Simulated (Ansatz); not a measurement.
`CSB(F)F` + H₂Se → `FB(F)[SeH]` + CH₃SH at 400 K and 1 bar (ligand exchange at a B–S bond).

Computed with Ansatz on PBE0-D4/def2-TZVP structures; ΔE is electronic, products minus reactants. CCSD(T)/CBS adds triple-zeta CCSD(T) − MP2 to the extrapolated MP2 energy (def2 sets, frozen cores). This one scheme is used for every species. For Se outer-core shells are correlated without core-valence functions, which leaves a few kJ/mol of doubt a bond. Scalar relativity is left out up to krypton. Each species was taken in one conformer, which may not be the lowest.

```
     species  CCSD(T)/CBS energy (Eh)  H − E (kJ/mol)  S (J/(mol·K))
   `CSB(F)F`               -662.16308           156.7          358.9
        H₂Se              -2401.89790            49.4          229.5
`FB(F)[SeH]`              -2625.82827            69.2          322.9
       CH₃SH               -438.22835           138.7          269.4
```

H − E and S are ideal-gas, rigid-rotor, harmonic terms from PBE0-D4/def2-TZVP, for one conformer and one mirror image of each species. 1 Eh = 2625.50 kJ/mol, R = 8.31446 J/(mol·K).

Q: By hand: ΔE, ΔH, ΔS and ΔG.

A: ΔE = (-2625.82827) + (-438.22835) − (-662.16308) − (-2401.89790) = 0.00436 Eh = 11.4 kJ/mol. Δ(H − E) = 69.2 + 138.7 − 156.7 − 49.4 = 1.8, so ΔH = 13.2 kJ/mol. ΔS = 322.9 + 269.4 − 358.9 − 229.5 = 3.9 J/(mol·K). ΔG = 13.2 − 400 × (3.9)/1000 = 11.6 kJ/mol.

Q: By hand: the equilibrium constant, and the temperature at which ΔG would vanish if ΔH and ΔS stayed fixed.

A: log₁₀ K = −ΔG/(RT ln 10) = -1.5. ΔG = 0 at ΔH/ΔS = 3385 K, far beyond where these terms or the molecules hold.

The number of gas molecules stays the same, so ΔS is small and ΔH decides. A doubt of 5 kJ/mol in ΔE shifts log₁₀ K by 0.7 here. Other conformers and mirror images would add mixing entropy, several J/(mol·K) or more a flexible species. These are equilibria of isolated gas molecules and say nothing of rates. Largest T1 diagnostic: 0.012 (customary marks: 0.02 for closed shells, 0.045 for open ones).
